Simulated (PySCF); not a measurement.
CF3, SMILES F[C](F)F (connectivity only; charge and spin as stated), charge +1, multiplicity 1. Heavy atoms are numbered as in [F:1][C:2]([F:3])[F:4].

Geometry optimised at TPSSh-D3(BJ)/def2-TZVP. The spin state was assumed, not searched. The isomer is the one that the SMILES or the coordinates give; other isomers of the formula were not compared.

These are PySCF with KT2/pcSseg-2 values and carry that method's errors.

GIAO shieldings, no solvent; atoms alike by connectivity are averaged. δ = σ(ref) − σ: ¹⁹F against CFCl3 (σ = 125.1 ppm); ¹³C against TMS (σ = 184.2 ppm), references at their B3LYP-D3(BJ)/def2-TZVP geometries, non-relativistic.

| nucleus | atoms | count | δ (ppm) |
|---|---|---|---|
| ¹⁹F | F1 | 3 | 12.0 |
| ¹³C | C2 | 1 | 162.4 |
